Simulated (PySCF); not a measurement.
A PySCF script (with the pyscf-properties extension) for the spin–spin couplings of `[F][Ge][F]`, F2Ge, on a PBE0-D3(BJ)/def2-SVP geometry:

```python
import basis_set_exchange as bse
import numpy as np
from pyscf import gto, dft
from pyscf.data import nist
from pyscf.prop import ssc

atoms = """
Ge    0.004788   -0.007074   -0.770566
F     1.307587   -0.013681    0.393552
F    -1.312386    0.020755    0.377015
"""
names = {"Ge": "pcSseg-1", "F": "pcJ-1"}
basis = {el: gto.basis.parse(bse.get_basis(n, elements=[el], fmt="nwchem")) for el, n in names.items()}
mol = gto.M(atom=atoms, basis=basis, charge=0, verbose=0)
mf = dft.RKS(mol, xc="PBE")
mf.grids.level = 2
mf.grids.alignment = dft.numint.BLKSIZE   # the property module wants whole blocks of grid points
mf.conv_tol = 1e-9
mf.kernel()

sc = ssc.RKS(mf)
sc.with_fcsd = True   # Fermi contact and spin-dipole together
sc.max_cycle_cphf = 60
g = {"F": 5.257736}   # nuclear g factors of 19F
sc.nuc_pair = [(i, j) for i in range(mol.natm) for j in range(i + 1, mol.natm)
               if mol.atom_pure_symbol(i) in g and mol.atom_pure_symbol(j) in g]
K = sc.kernel()
unit = nist.HARTREE2J / nist.PLANCK * (0.5 * nist.E_MASS / nist.PROTON_MASS) ** 2
for (i, j), k in zip(sc.nuc_pair, K):
    a, b = mol.atom_pure_symbol(i), mol.atom_pure_symbol(j)
    J = unit * g[a] * g[b] * np.trace(k) / 3
    if abs(J) >= 1:
        print("%s%d %s%d %8.1f Hz" % (a, i, b, j, J))
```

Question: What does it print?

Answer: 
```
F1 F2   -370.6 Hz
```

These numbers come from an equivalent density-fitted implementation of the same equations, which agrees with the script to about 0.1 Hz, so last digits may differ.

Size and cost of the density-fitted run: 95 basis functions, 2.9 s wall time on 1 thread of an Arm Neoverse V2, shared host.
